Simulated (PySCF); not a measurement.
SMILES C(B(C)C)#C[SiH2]Cl at its GFN2-xTB optimised geometry (Å):

```
15

Si    -2.8643    -0.0507     0.0000
Cl    -3.5062     1.8725     0.0000
C     -1.0195    -0.0507     0.0000
C      0.1953    -0.0359    -0.0030
B      1.7053    -0.0120    -0.0074
C      2.4935    -1.1407     0.7623
C      2.4510     1.1413    -0.7817
H     -3.3419    -0.6999    -1.2189
H     -3.3634    -0.6958     1.2126
H      3.5062    -0.8509     1.0323
H      1.9811    -1.4842     1.6584
H      2.5782    -2.0095     0.1077
H      3.4689     0.8834    -1.0646
H      2.5174     2.0095    -0.1241
H      1.9181     1.4737    -1.6699
```

Level of theory: B3LYP/def2-TZVP in PySCF 2.14.0. Cells within 0.4 Å of a nucleus heavier than hydrogen are left out (blank, or x).

Map of the electrostatic potential (hartree/e), clipped to [-0.08, 0.12] on the plane z = 0.6 Å:

```
|111111111111111111111111111|
|111111111111111111111111111|
|111111100011111111111111111|
|111110000000111111111111111|
|111110000000011111111111111|
|000111100000011111121111111|
|000123210000001112222111111|
|000279940000001112442211111|
|000499992000000124773211111|
|000599995100000124773211111|
|000499997310001345542211111|
|111389999865245799842211111|
|112499999999999999962222111|
|112499999999999999984332211|
|122499999999999999999952211|
|122359999976367699xx9962211|
|112235898420001269x99832111|
|112223444210000139999311111|
|111222222210000124995211111|
|111112222111111112442111111|
|111111111111111111221111111|
|111111111111111111111111111|
|111111111111111111111111111|
|111111111111111111111111111|
|111111111111111111111111111|
|111111111111111111111111111|
|111111111111111111111111111|
```
Scale: ten equal steps from -0.020 (start of '0') to 0.120 (end of '9'), in the order '0123456789'; x runs from -6.00 to 6.00, y from -6.00 (bottom) to 6.00 (top).
